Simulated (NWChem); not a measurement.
System: C₃H₄O₃, triplet; SMILES of the neutral closed-shell parent O=C1OCCO1

The following NWChem deck was run.

```
start job
memory heap 200 mb stack 900 mb global 1100 mb
geometry units angstroms
  O      2.004789    -0.107008    -0.080460
  C      0.741420    -0.048525    -0.296614
  O     -0.090164    -1.127540     0.184543
  C     -1.394400    -0.700319     0.037423
  C     -1.314140     0.842041    -0.014226
  O      0.027864     1.140598     0.108590
  H     -1.962047    -1.080472     0.896597
  H     -1.858392    -1.106439    -0.875882
  H     -1.736694     1.232233    -0.954197
  H     -1.836328     1.335468     0.815695
end
basis spherical
  * library def2-svp
end
dft
  odft
  mult 3
  xc pbe0
  iterations 150
end
driver
  maxiter 120
end
task dft optimize
```

Excerpt of the output:

```
             Northwest Computational Chemistry Package (NWChem) 7.3.0
             --------------------------------------------------------

 CS  symmetry detected

                             Geometry "geometry" -> ""
                             -------------------------

 Output coordinates in angstroms (scale by  1.889725989 to convert to a.u.)

  No.       Tag          Charge          X              Y              Z
 ---- ---------------- ---------- -------------- -------------- --------------
    1 O                    8.0000     0.01680786    -2.08866753     0.00000000
    2 C                    6.0000    -0.25740193    -0.83525098     0.00000000
    3 O                    8.0000     0.14994375    -0.04129015    -1.13623825
    4 C                    6.0000    -0.04587809     1.27577299    -0.77265511
    5 C                    6.0000    -0.04587809     1.27577299     0.77265511
    6 O                    8.0000     0.14994375    -0.04129015     1.13623825
    7 H                    1.0000     0.77308538     1.86118066    -1.21028060
    8 H                    1.0000    -0.99239248     1.67492570    -1.17157270
    9 H                    1.0000    -0.99239248     1.67492570     1.17157270
   10 H                    1.0000     0.77308538     1.86118066     1.21028060

 Effective nuclear repulsion energy (a.u.)     242.1336968870

      Symmetry information
      --------------------

 Group name             Cs
 Group number              2
 Group order               2
 No. of unique centers     6

                                Z-matrix (autoz)
                                --------

 Units are Angstrom for bonds and degrees for angles

[...]

      ----------------------
      Optimization converged
      ----------------------

  Step       Energy      Delta E   Gmax     Grms     Xrms     Xmax
  ---- ---------------- -------- -------- -------- -------- --------
@   16    -341.61248725  2.3D-07  0.00005  0.00001  0.00051  0.00148
                                     ok       ok       ok       ok

                                Z-matrix (autoz)
                                --------

 Units are Angstrom for bonds and degrees for angles

      Type          Name      I     J     K     L     M      Value     Gradient
      ----------- --------  ----- ----- ----- ----- ----- ---------- ----------
    1 Stretch                  1     2                       1.33927   -0.00005
    2 Stretch                  2     3                       1.36023   -0.00001
    3 Stretch                  2     6                       1.36023   -0.00001
    4 Stretch                  3     4                       1.42732   -0.00001
    5 Stretch                  4     5                       1.53626    0.00003
    6 Stretch                  4     7                       1.10144    0.00001
    7 Stretch                  4     8                       1.09963    0.00002
    8 Stretch                  5     6                       1.42732   -0.00001
    9 Stretch                  5     9                       1.09963    0.00002
   10 Stretch                  5    10                       1.10144    0.00001
   11 Bend                     1     2     3               111.66438   -0.00000
   12 Bend                     1     2     6               111.66438   -0.00000
   13 Bend                     2     3     4               107.28405    0.00000
   14 Bend                     2     6     5               107.28405    0.00000
   15 Bend                     3     2     6               109.93902    0.00002
   16 Bend                     3     4     5               104.01624   -0.00001
   17 Bend                     3     4     7               110.13141    0.00001
   18 Bend                     3     4     8               107.77032   -0.00000
   19 Bend                     4     5     6               104.01624   -0.00001
   20 Bend                     4     5     9               113.51900    0.00001
   21 Bend                     4     5    10               112.36540   -0.00001
   22 Bend                     5     4     7               112.36540   -0.00001
   23 Bend                     5     4     8               113.51900    0.00001
   24 Bend                     6     5     9               107.77032   -0.00000
   25 Bend                     6     5    10               110.13141    0.00001
   26 Bend                     7     4     8               108.83975    0.00000
   27 Bend                     9     5    10               108.83975    0.00000
   28 Torsion                  1     2     3     4         -96.86408   -0.00001
   29 Torsion                  1     2     6     5          96.86408    0.00001
   30 Torsion                  2     3     4     5         -15.93744    0.00001
   31 Torsion                  2     3     4     7         104.67410   -0.00000
   32 Torsion                  2     3     4     8        -136.72861    0.00000
   33 Torsion                  2     6     5     4          15.93744   -0.00001
   34 Torsion                  2     6     5     9         136.72861   -0.00000
   35 Torsion                  2     6     5    10        -104.67410    0.00000
   36 Torsion                  3     2     6     5         -27.65349    0.00001
   37 Torsion                  3     4     5     6           0.00000    0.00000
   38 Torsion                  3     4     5     9        -116.85327    0.00000
   39 Torsion                  3     4     5    10         119.09799    0.00000
   40 Torsion                  4     3     2     6          27.65349   -0.00001
   41 Torsion                  6     5     4     7        -119.09799   -0.00000
   42 Torsion                  6     5     4     8         116.85327   -0.00000
   43 Torsion                  7     4     5     9         124.04874    0.00000
   44 Torsion                  7     4     5    10           0.00000   -0.00000
   45 Torsion                  8     4     5     9           0.00000    0.00000
   46 Torsion                  8     4     5    10        -124.04874   -0.00000

                         Geometry "geometry" -> "geometry"
                         ---------------------------------

 Output coordinates in angstroms (scale by  1.889725989 to convert to a.u.)

  No.       Tag          Charge          X              Y              Z
 ---- ---------------- ---------- -------------- -------------- --------------
    1 O                    8.0000     0.88118567    -1.50157652     0.00000000
    2 C                    6.0000    -0.30100855    -0.87225100     0.00000000
    3 O                    8.0000    -0.46331974    -0.10851805    -1.11382162
    4 C                    6.0000    -0.10069330     1.22798378    -0.76812937
    5 C                    6.0000    -0.10069330     1.22798378     0.76812937
    6 O                    8.0000    -0.46331974    -0.10851805     1.11382162
    7 H                    1.0000     0.88798542     1.47298077    -1.18723922
    8 H                    1.0000    -0.84959942     1.90309720    -1.20694177
    9 H                    1.0000    -0.84959942     1.90309720     1.20694177
   10 H                    1.0000     0.88798542     1.47298077     1.18723922

 Effective nuclear repulsion energy (a.u.)     246.8311353996

      Symmetry information
      --------------------

 Group name             Cs
 Group number              2
 Group order               2
 No. of unique centers     6

                Final and change from initial internal coordinates
                --------------------------------------------------

                                Z-matrix (autoz)
                                --------

 Units are Angstrom for bonds and degrees for angles

[...]
```

Level: PBE0/def2-SVP, spin-unrestricted. In the optimisation the excess spin sits in a' and a" (Cs, its own frame). No frequency run checked for a minimum. The spin multiplicity was typed, not searched, and may not be the lowest.
